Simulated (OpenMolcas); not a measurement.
# Si I: CASPT2 settings compared

```json
{
 "Program": "OpenMolcas 26.06",
 "Basis": "ANO-L-VDZP [4s3p1d]",
 "Scalar Hamiltonian": "non-relativistic, point nucleus",
 "Active space": "2 electrons in 3 orbitals (3p)",
 "State averaging": "2S+1 = 3 even, 3 roots; 2S+1 = 1 even, 6 roots kept (CI in the orbitals of an earlier block)",
 "Spin-orbit coupling": "RASSI with atomic mean-field integrals over the reference wave functions, term energies averaged over their components"
}
```

Methods on the same reference wave functions:
A. CASSCF
B. SS-CASPT2, IPEA 0.75 Eh, sigma2 regulariser 0.2 Eh (closed shells correlated: 2s 2p 3s)
C. XMS-CASPT2, IPEA 0.6 Eh, imaginary shift 0.25 Eh (closed shells correlated: 2s 2p 3s)

Energies in cm-1 above 3s2 3p2 3P0, the measured ground level; measured values from NIST Handbook of Basic Atomic Spectroscopic Data.

```json
{"Level": "3s2 3p2 3P0", "A": "0.0", "B": "0.0", "C": "0.0", "Measured": "0.0"}
{"Level": "3s2 3p2 3P1", "A": "68.4", "B": "68.8", "C": "68.9", "Measured": "77.1"}
{"Level": "3s2 3p2 3P2", "A": "201", "B": "201", "C": "201", "Measured": "223"}
{"Level": "3s2 3p2 1D2", "A": "8761", "B": "7260", "C": "6960", "Measured": "6299"}
{"Level": "3s2 3p2 1S0", "A": "21699", "B": "17080", "C": "16390", "Measured": "15394"}
```

Deviations, from unrounded energies. A percentage is the sum of absolute deviations over the sum of measured energies, with the sign that they share, or ± where signs differ.

| Against measurement | Levels | A | B | C |
| --- | --- | --- | --- | --- |
| mean absolute deviation (cm-1) | 4 | 2200 | 670 | 420 |
| fine structure of the ground term (%) | 2 | -10.3 | -10.1 | -10.1 |
| other terms of the ground configuration (%) | 2 | +40.4 | +12.2 | +7.6 |

C lies closest to measurement on these levels and A furthest from it. The largest miss of C in the table is 3s2 3p2 1S0, by +1000 cm-1. The ranking rests on the paired levels alone, and a cruder setting can come out closer through cancelling errors.

Between B and C the level of the table that moves most is 3s2 3p2 1S0, by 690 cm-1 (lowest in C, highest in B). Moves below CASPT2's spread within the term are not significant.

The mean deviations of B to C differ by less than CASPT2's widest spread within a term (340 cm-1), so their order carries little weight.

From A to B the spin-free energies of the other terms of 3s2 3p2 shown, above 3P, scale by factors of 0.79 to 0.83.

The lowest spin-free term lies below A's lowest term by 0.041 hartree in B, 0.046 hartree in C.

CASPT2 does not keep the components of a term degenerate, so their means are used; among the terms shown or strongly mixed into the levels shown the widest spread is 340 cm-1 (3s2 3p2 1D, C). Terms from blocks run as CI alone lack orbitals of their own. With the s shell closed, the reference lacks s² → p² mixing. Without dynamic correlation excited terms often stand tens of per cent too high (terms of higher spin than the ground term too low), and those without a measured partner can miss by more than the paired ones (holds for A). Some terms miss by over 15 % even with CASPT2, which points to a basis or an active space too small for the shells correlated (holds for B). Measured partners are found by configuration, term and J. A level has none where our copy of the source lacks it or the pairing is in doubt (some pairs that miss far off the trend of their configuration count as doubtful), and it then counts in no deviation. Levels of configurations outside the active space are missing.
